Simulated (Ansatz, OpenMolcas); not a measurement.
Worked example: CBrClF2 + CHI2 → CClF2 + CHBrI2

Species: CBrClF2 `FC(F)(Cl)Br`, singlet; CHI2 `I[CH]I`, doublet; CClF2 (chlorodifluoromethyl radical) `F[C](F)Cl`, doublet; CHBrI2 (bromodiiodomethane) `BrC(I)I`, singlet. A radical takes Br: the energy is the difference in strength between two C–Br bonds in different surroundings.

Shapes, held fixed at every level: PBE0-D4/def2-TZVP. Programs: Ansatz 0.2.0, OpenMolcas 26.06. A level may come from different programs for different species; with the same settings they agree closely. The zero-point and thermal change to 298 K, harmonic and unscaled (PBE0-D4/def2-TZVP), is +3.7 kJ/mol.

At CCSD(T)/def2-TZVPP; 1 Eh = 2625.50 kJ/mol:

| species | energy (Eh) |
| --- | --- |
| CBrClF2 | -3269.936163 |
| CHI2 | -632.845953 |
| CClF2 | -697.167857 |
| CHBrI2 | -3205.606009 |

Question: Work out ΔH(298 K) of the reaction at this level.

Answer: 
1. Products less reactants: (-697.167857) + (-3205.606009) − [(-3269.936163) + (-632.845953)] = 0.008250 Eh = +21.7 kJ/mol.
2. With the thermal change: +21.7 + (+3.7) = +25.4 kJ/mol.

Other levels give +23.0 (B2PLYP/def2-TZVPP) to +30.9 kJ/mol (r2SCAN-D4/def2-TZVPP). No measured value is set beside it here. Open shells run unrestricted. For atoms past krypton def2 sets carry core potentials with scalar relativity. Relativity is left out for Br. Outer-core shells of Br, I are correlated in most correlated rows, in sets that cover them unevenly.
